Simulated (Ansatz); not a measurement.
`F[CH]([SiH3])[AlH][SiH3]` and `FC[SiH3]` differ in one atom or group.

Ansatz, PBE0-D4/def2-TZVP geometries, multiplicity 1. Each molecule was computed in one conformer, which needn't be the lowest.

```json
{"property": "size of the dipole moment (ωB97M-V/def2-TZVPP) / D", "`F[CH]([SiH3])[AlH][SiH3]`": "1.11"}
{"property": "HOMO energy (B3LYP/def2-TZVPP) / eV", "`F[CH]([SiH3])[AlH][SiH3]`": "-7.23"}
{"property": "size of the dipole moment (B3LYP/def2-TZVPP) / D", "`F[CH]([SiH3])[AlH][SiH3]`": "1.13"}
{"property": "HOMO energy (PBE0/def2-TZVPP) / eV", "`F[CH]([SiH3])[AlH][SiH3]`": "-7.43"}
{"property": "HOMO energy (ωB97M-V/def2-TZVPP) / eV", "`F[CH]([SiH3])[AlH][SiH3]`": "-9.50"}
{"property": "HOMO–LUMO gap (PBE0/def2-TZVPP) / eV", "`F[CH]([SiH3])[AlH][SiH3]`": "5.37"}
```

Problem. What does the change do to each property? (An estimate is asked.)

Solution. Ansatz gave: 
```tsv
property	`FC[SiH3]`	shift
size of the dipole moment (ωB97M-V/def2-TZVPP) / D	1.57	0.46
HOMO energy (B3LYP/def2-TZVPP) / eV	-8.51	-1.28
size of the dipole moment (B3LYP/def2-TZVPP) / D	1.58	0.45
HOMO energy (PBE0/def2-TZVPP) / eV	-8.73	-1.30
HOMO energy (ωB97M-V/def2-TZVPP) / eV	-11.05	-1.55
HOMO–LUMO gap (PBE0/def2-TZVPP) / eV	9.24	3.87
```

With PBE0 the HOMO falls by 1.30 eV and the LUMO rises by 2.56 eV, so the gap widens by about 3.86 eV. PBE moves the HOMO by -1.00 eV and ωB97M-V by -1.55 eV. Dipoles are sizes alone; their direction can turn.

B3LYP here is the variant with VWN-RPA as its local correlation; programs differ in this.
